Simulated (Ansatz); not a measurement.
Z-matrix (Å, degrees):
```
Si
O 1 1.623
Cl 1 2.059 2 112.2
O 1 1.634 2 109.0 3 119.5
Si 1 2.340 2 105.9 3 -117.9
H 2 0.960 1 119.6 3 -66.8
H 4 0.959 1 118.2 2 -155.1
F 5 1.598 1 107.6 2 -172.4
Cl 5 2.041 1 109.7 2 69.9
H 5 1.480 1 115.4 2 -52.4
```

Total charge 0; spin multiplicity 1.

Question: List the PBE0/def2-TZVPP orbital energies in eV (Ansatz 0.2.0). (Estimate.)

Answer: Computed: Occupied: -2767.62, -2767.58, -1804.60, -1804.53, -674.16, -523.41, -523.40, -259.48, -259.44, -197.75, -197.70, -197.63, -197.62, -197.59, -197.58, -146.69, -146.67, -101.41, -101.38, -101.36, -101.34, -101.33, -101.27, -33.54, -29.19, -28.61, -23.43, -23.30, -17.00, -15.75, -15.31, -13.40, -13.15, -13.06, -12.84, -11.70, -11.20, -10.82, -10.67, -10.49, -9.98, -9.65, -9.54, -9.42, -8.32. Lowest empty: -0.68, -0.38, 0.44, 1.25, 1.54, 2.09, 2.33, 2.65.
